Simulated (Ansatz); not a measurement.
`[SiH3][AlH][S][SiH3]` → `[AlH2][S][SiH3]` + `[SiH2]` at 500 K and 1 bar (silylene loss).

Program: Ansatz. Geometries: PBE0-D4/def2-TZVP. ΔE: electronic, gas phase. CBS: MP2 limit from def2 TZ/QZ plus the TZ coupled-cluster correction, frozen cores. This one scheme is used for every species. Each species was taken in one conformer, which may not be the lowest.

| species | CCSD(T)/CBS energy (Eh) | H − E (kJ/mol) | S (J/(mol·K)) |
| --- | --- | --- | --- |
| `[SiH3][AlH][S][SiH3]` | -1222.20542 | 211.4 | 468.4 |
| `[AlH2][S][SiH3]` | -931.92152 | 148.1 | 386.9 |
| `[SiH2]` | -290.19011 | 48.0 | 226.5 |

H − E and S are ideal-gas, rigid-rotor, harmonic terms from PBE0-D4/def2-TZVP, for one conformer and one mirror image of each species. 1 Eh = 2625.50 kJ/mol, R = 8.31446 J/(mol·K).

Question: By hand: ΔE, ΔH, ΔS and ΔG.

Answer: ΔE = (-931.92152) + (-290.19011) − (-1222.20542) = 0.09379 Eh = 246.2 kJ/mol. Δ(H − E) = 148.1 + 48.0 − 211.4 = -15.3, so ΔH = 230.9 kJ/mol. ΔS = 386.9 + 226.5 − 468.4 = 145.0 J/(mol·K). ΔG = 230.9 − 500 × (145.0)/1000 = 158.4 kJ/mol.

Question: By hand: the equilibrium constant, and the temperature at which ΔG would vanish if ΔH and ΔS stayed fixed.

Answer: log₁₀ K = −ΔG/(RT ln 10) = -16.5. ΔG = 0 at ΔH/ΔS = 1592 K.

The number of gas molecules changes by +1, which sets the sign of ΔS. A doubt of 5 kJ/mol in ΔE shifts log₁₀ K by 0.5 here. Other conformers and mirror images would add mixing entropy, several J/(mol·K) or more a flexible species. These are equilibria of isolated gas molecules and say nothing of rates. Largest T1 diagnostic: 0.014 (customary marks: 0.02 for closed shells, 0.045 for open ones).
